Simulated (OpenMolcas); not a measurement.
Ir2+ among 6 point charges of -1.7 e arranged as a trigonal antiprism (D3d), with a polar angle of 47.1° against the regular 54.74°. The active orbitals were held to one l.

```json
{"Program": "OpenMolcas", "Method": "CASSCF", "Basis": "ANO-RCC-VDZP [7s6p4d2f]", "Scalar Hamiltonian": "DKH2, point nucleus", "Active space": "7 electrons in 5 orbitals (5d)", "State averaging": "2S+1 = 4 even, 10 roots; 2S+1 = 2 even, 40 roots", "Spin-orbit coupling": "state interaction with AMFI integrals over the reference wave functions"}
```

All point charges move together. At R = 1.72 Å the first state of the same spin is 13285 cm-1, and at R = 2.01 Å it is 6805 cm-1.

Question: A third run gives 8818 cm-1. What distance was it run at?

Answer: With a power law R^-n the two known points give n = -ln(6805 / 13285) / ln(2.01 / 1.72) = 4.29. Then R = 1.72 × (13285 / 8818)^(1/4.29) = 1.892 Å. The run was at 1.9 Å, so the estimate is off by -0.008 Å.

Without dynamic correlation the repulsion within the d shell is too large (B by tens of per cent), so at a given field states of lower spin stand too high. This shell can be high or low spin here, a state of another spin lies low, and with metal d orbitals alone active their balance is uncertain, so the ground spin may be wrong. Point charges give a weaker field than real ligands, and real ions of this kind are as a rule low spin; the high spin found here belongs to the model. Spin-orbit coupling mixes the spin-free states strongly: the lowest level takes only 57 % from its leading state, 4A2 (holds for R = 1.72). This is an electrostatic model: the charges have no orbitals. No measured value stands beside these numbers.
